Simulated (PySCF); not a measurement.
(1Z,3Z)-1,4-dichlorobuta-1,3-diene (C₄H₄Cl₂), SMILES Cl/C=C\C=C/Cl. The structure is a stationary point at PBE-D3(BJ)/def2-SVP. The values are those of a single conformer.

Computed equilibrium geometry at PBE-D3(BJ)/def2-SVP (PySCF confirms it by a frequency run) as bond lengths and angles, and its point group (one conformer of several):
point group C2h.
Atoms: Cl1 C2 C3 C4 C5 Cl6 H7 H8 H9 H10. Bonded distances (Å): Cl1–C2 1.736, C2–C3 1.356, C2–H7 1.099, C3–C4 1.444, C3–H8 1.102, C4–C5 1.356, C4–H9 1.102, C5–Cl6 1.736, C5–H10 1.099. Angles (°): Cl1–C2–C3 124.2, Cl1–C2–H7 113.2, C3–C2–H7 122.6, C2–C3–C4 126.1, C2–C3–H8 116.5, C4–C3–H8 117.5, C3–C4–C5 126.1, C3–C4–H9 117.5, C5–C4–H9 116.5, C4–C5–Cl6 124.2, C4–C5–H10 122.6, Cl6–C5–H10 113.2.
Charge 0, spin multiplicity 1.
